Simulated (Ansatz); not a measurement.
Ideal-gas functions of Cl₃Sn, SMILES `[Cl][Sn]([Cl])[Cl]` radical at 500 K and 1 bar, from an Ansatz frequency run at PBE0-D4/def2-TZVP.

Molar mass 225.07 g/mol, point group C3v (symmetry number 3), electronic degeneracy 2, moments of inertia 290.899, 290.915, 501.84 u Å². Harmonic wavenumbers (cm⁻¹, unscaled): 97, 97, 119, 346, 367, 367.

Use S(trans) = R[1.5 ln M + 2.5 ln T − 1.1517]; rotational temperatures θ = 24.2544 K / I; S(rot) = R[ln(√π/σ · √(T³/θAθBθC)) + 1.5]; for each mode x = 1.438777 ν̃/T, S = R[x/(eˣ − 1) − ln(1 − e⁻ˣ)] and H = RT x/(eˣ − 1); 1 cm⁻¹ = 0.0119627 kJ/mol; R = 8.31446 J/(mol·K).

Q: By hand: the entropy, in J/(mol·K).

A: Translation 187.2. Rotation: θ = 0.0834, 0.0834, 0.0483 K, giving 118.9. Vibration, mode by mode: 18.95, 18.95, 17.27, 8.69, 8.24, 8.24, in all 80.3. Electronic 5.8. Sum 392.2 J/(mol·K).

Q: By hand: H − E and G − E in kJ/mol, counted from the electronic energy.

A: Zero-point energy ½ × 1393 × 0.0119627 = 8.3; thermal vibration 17.8; translation, rotation and pV give 4 RT = 16.6. H − E = 42.7 kJ/mol, and G − E = 42.7 − 500 × 392.2/1000 = -153.4 kJ/mol.

Vibration gives 20 % of the entropy, 55.2 J/(mol·K) of it from the modes under 150 cm⁻¹: soft modes count most, and the harmonic formula is weakest for them.
